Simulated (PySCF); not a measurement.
# [(Cl)2Al]2O

Geometry (Å), atoms numbered from 1 in this order:
```xyz
7

Al   -1.4003   -0.8594    0.3821
Cl   -3.0728   -0.3664   -0.6394
Cl   -1.1990   -2.2561    1.8286
O    -0.0082    0.0059   -0.0169
Al    1.3983    0.8595   -0.3894
Cl    2.5548    0.0775   -1.8505
Cl    1.7271    2.5391    0.6855
```

Method used: GIAO PBE/def2-SVP magnetisability, rotational g tensor and spin-rotation constants, non-relativistic, gas phase (PySCF). Geometry: GFN2-xTB.

Problem. Give the nuclear spin-rotation constants along the inertial axes (H = +C I·J) beside the isotropic shieldings.

Solution. Rotational constants 1.0970, 0.3855, 0.3849 GHz. A star marks the isotopologue with that one atom substituted, in its own axes.
```
atom  isotope  Caa (kHz)  Cbb (kHz)  Ccc (kHz)  mean (kHz)  σ (ppm)
 Al1     27Al      0.593      0.197      0.196       0.329    460.4
 Cl2     35Cl      0.149      0.035      0.035       0.073    966.0
 Cl3     35Cl      0.151      0.035      0.035       0.073    965.8
 Al5     27Al      0.593      0.197      0.196       0.329    460.5
 Cl6     35Cl      0.149      0.035      0.035       0.073    966.0
 Cl7     35Cl      0.150      0.035      0.035       0.073    965.8
  O4     17O*     -0.105     -0.064     -0.064      -0.078    222.9
```
Where two moments of inertia are equal or nearly so, the constants along those axes are given as their average.
For the geometry as given, no vibrational averaging.
